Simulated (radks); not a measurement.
Results of a calculation; reference values are marked as such.
Charge is removed step by step from the 5p down level of Cs3+, starting from [Kr] 4d10 5s2 5p(up 3, down 1). Code: a radial shooting solver on a logarithmic mesh with Libxc functionals. Model: scalar-relativistic Kohn-Sham, BLYP, spin-polarised, spherical densities, finite nucleus; Fermi nuclear charge, rms radius 4.8041 fm.

removed (e)  E - E(0) (eV)  eigenvalue (eV)  E minus straight line (eV)
0                    0.000          -38.480                       0.000
0.125                4.891          -39.801                      -0.586
0.25                 9.947          -41.129                      -1.007
0.375               15.170          -42.465                      -1.261
0.5                 20.561          -43.809                      -1.348
0.625               26.120          -45.161                      -1.266
0.75                31.848          -46.522                      -1.015
0.875               37.747          -47.891                      -0.593
1                   43.817          -49.269                       0.000

Removing the whole electron costs 43.817 eV by Delta-SCF, against 38.480 eV from minus the eigenvalue at the starting occupation. Slater's transition state (half an electron removed) gives 43.809 eV. Integrating minus the eigenvalue over the occupation (Janak's theorem) gives 43.831 eV. In this scalar-relativistic scheme the density is built from large components alone, so the theorem holds only approximately. The mean slope of the eigenvalue, de/dn, is 10.8 eV per electron. Ionisation energy of Cs3+ in the NIST Atomic Spectra Database: 43 eV (theoretical).
